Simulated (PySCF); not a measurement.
C3H12Si2, SMILES [SiH3]CCC[SiH3]. Heavy atoms are numbered as in [SiH3:1][CH2:2][CH2:3][CH2:4][SiH3:5]. Hydrogens are named by the atom that carries them.

The structure is a stationary point at ωB97X-D3(BJ)/def2-SVP. Other conformers were not sampled.

These are PBE0/pcSseg-1 (PySCF) values and carry that method's errors.

GIAO shieldings, no solvent; atoms alike by connectivity are averaged. δ = σ(ref) − σ: ²⁹Si against TMS (σ = 352.7 ppm); ¹³C against TMS (σ = 186.3 ppm); ¹H against TMS (σ = 31.56 ppm), references at their B3LYP-D3(BJ)/def2-TZVP geometries, non-relativistic.

```csv
nucleus,atoms,count,δ (ppm)
²⁹Si,Si1 (SiH3),2,-68.0
¹³C,C3 (CH2),1,27.1
¹³C,C2 (CH2),2,10.2
¹H,H on Si1,6,4.11
¹H,H on C3,2,2.05
¹H,H on C2,4,1.11
```
